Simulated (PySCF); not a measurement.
Harmonic spectrum computed at PBE0 in the def2-SVP basis family (core potentials from Rb on, PySCF, no spin–orbit coupling):

| symmetry | ω (cm⁻¹) | IR (km/mol) |
| --- | --- | --- |
| b1 | 82 | 3.7 |
| a1 | 101 | 0.1 |
| b2 | 111 | 0.6 |
| a1 | 394 | 24.7 |
| b2 | 405 | 87.6 |
| a1 | 567 | 41.7 |

Which molecule gave it? In each, all ligands are bound to the one heavy central atom.
A. RuSCl₂ (triplet)
B. ReSCl₂ (quartet)
C. WSCl₂ (triplet)
D. OsSCl₂ (triplet)
E. TeSCl₂ (singlet)

C. It has C2v symmetry with W–Cl 2.281 Å (×2), W–S 2.107 Å.
